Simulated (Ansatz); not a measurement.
Ansatz (a program for electronic structure) input:

Ansatz 0.2 input:
```yaml
crystal:
  periodic: [false, false, false]
  atoms:
    - {symbol: Y, position_ang: [-0.00000000, -0.00000000, -0.30669767]}
    - {symbol: O, position_ang: [0.00000000, 0.00000000, 1.49515112]}
basis:
  gaussian:
    orbitals: def2-TZVP
hamiltonian:
  xc: {name: r2SCAN}
magnetization: {spin_polarized: true, initial_magnetization: 1}
relax: {f_tol: 0.003, max_steps: 100}
```

Question: Which total energy does the run end on?

Answer: -113.56062 Eh (r2SCAN/def2-TZVP). The basis has 71 functions.

The spin state was set by rule; other spins were not relaxed.
